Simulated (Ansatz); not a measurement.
A made-up structure of BSiNH₄S, closed shell:

```xyz
8
angstrom
N -0.6149 1.5963 -0.2789
B -0.1988 0.2791 -0.2622
Si -0.2669 -1.1005 -1.4251
S 0.6249 -1.2717 0.5384
H -1.0814 2.0161 -1.0659
H -0.4755 2.2169 0.4986
H 1.9637 -1.5111 0.5368
H -0.0147 -2.1257 1.3817
```

It is relaxed with PBE-D4/def2-SVP and then PBE0-D4/def2-TZVP (Ansatz 0.2.0). Atoms count as bonded within 1.22 times the sum of their covalent radii (H–H: 0.88 Å). The end point is not checked to be a true minimum.

(1) Does its bonding change? (Judge from chemistry; the calculation decides.)

Results:

(1) By the calculation: No: no bond forms or breaks.

Where it ends: The first stage lowers the energy by 1.42 eV in 8 steps. It ends as BSiNH₄S ([NH2][B]1[Si][SH2]1):
```
8
angstrom
N -0.5260 1.4443 -0.1814
B -0.3148 0.1300 -0.6426
Si -0.3304 -1.4001 -1.7915
S 0.5063 -1.2380 0.2853
H -0.9838 2.1291 -0.7548
H -0.2479 1.7874 0.7191
H 1.7944 -1.1042 0.7697
H 0.0386 -1.6494 1.5196
```

Labels in which every atom is bracketed show which atoms are joined, not bond orders.

For scale, one of the runs: PBE0-D4/def2-TZVP relaxation, 160 basis functions, launched by `ansatz run in.yaml --threads 2 --pin off --events-out ev --progress --plain --max-ram 4352MiB`. Hardware: 2 CPU threads of an Arm Neoverse V2, shared host. Wall time about 30 s.
